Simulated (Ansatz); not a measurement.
Process, species as SMILES: [BH2] (BH2) → [BH] (BH) + H atom (the B-H bond at the site shown breaks; other sites are not compared here)
Structures are relaxed separately at B3LYP-D3(BJ)/def2-TZVP in Ansatz (a first-principles code). Unstable Hartree-Fock reference: [BH] (BH).
Geometry of the first species:
```
B
H 1 1.1869
H 1 1.1869 2 129.56
```
Charge 0, spin multiplicity 2.

Property: bond dissociation energy (electronic energy difference), in eV. Valence correlation only, unless marked. UHF or UKS for open shells. Spin-orbit coupling is left out. No relativistic terms. Basis-set limits of correlation are two-point, X^-3; Hartree-Fock from the larger set (for Q and 5 zeta extrapolated as (X+1)exp(-9√X)). [CCSD(T)-MP2]/basis is that difference in the basis named.

```json
[
 {"level": "HF/6-31G", "program": "Ansatz", "bond dissociation energy (eV)": "3.59"},
 {"level": "wB97M-V/def2-TZVPD", "program": "Ansatz", "bond dissociation energy (eV)": "3.72"},
 {"level": "MP2/cc-pVDZ", "program": "Ansatz", "bond dissociation energy (eV)": "3.65"},
 {"level": "CCSDT/cc-pVDZ", "program": "Ansatz", "bond dissociation energy (eV)": "3.43"},
 {"level": "RI-MP2/CBS(def2-TZVPPD,def2-QZVPPD)+[CCSD(T)-MP2]/def2-TZVPPD", "program": "Ansatz", "bond dissociation energy (eV)": "3.65"},
 {"level": "CCSD(T)/CBS(def2-TZVPP,def2-QZVPP)", "program": "Ansatz", "bond dissociation energy (eV)": "3.66"},
 {"level": "CCSD(T)/CBS(cc-pVQZ,cc-pV5Z)", "program": "Ansatz", "bond dissociation energy (eV)": "3.66"}
]
```
